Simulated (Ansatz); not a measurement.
CH$_{7}$F$_{2}$NSi$_{2}$, SMILES `CN([SiH2]F)[SiH2]F`. Charge 0, multiplicity 1.

Z-matrix (Å, degrees):
```
C
N 1 1.469
H 1 1.094 2 111.6
H 1 1.093 2 111.0 3 121.2
H 1 1.093 2 110.5 3 -120.1
Si 2 1.711 1 118.5 3 101.6
Si 2 1.714 1 117.4 3 -75.9
F 6 1.601 2 111.8 1 -76.2
H 6 1.478 2 108.8 1 165.3
H 6 1.481 2 109.3 1 40.3
F 7 1.600 2 110.6 1 -72.1
H 7 1.481 2 110.3 1 44.1
H 7 1.478 2 108.8 1 169.1
```

Problem. Give the diagnostics of a CCSD(T)/def2-TZVPP run (frozen core, Ansatz 0.2.0). (Estimate.)

Solution. Ansatz gave: T1 = 0.0116, largest single amplitude 0.023, largest double 0.020, (T) share of the correlation energy 3.2 %, 9 CCSD cycles. The RHF solution is stable towards an unrestricted one. T1 lies under the customary mark of 0.02 for closed shells.
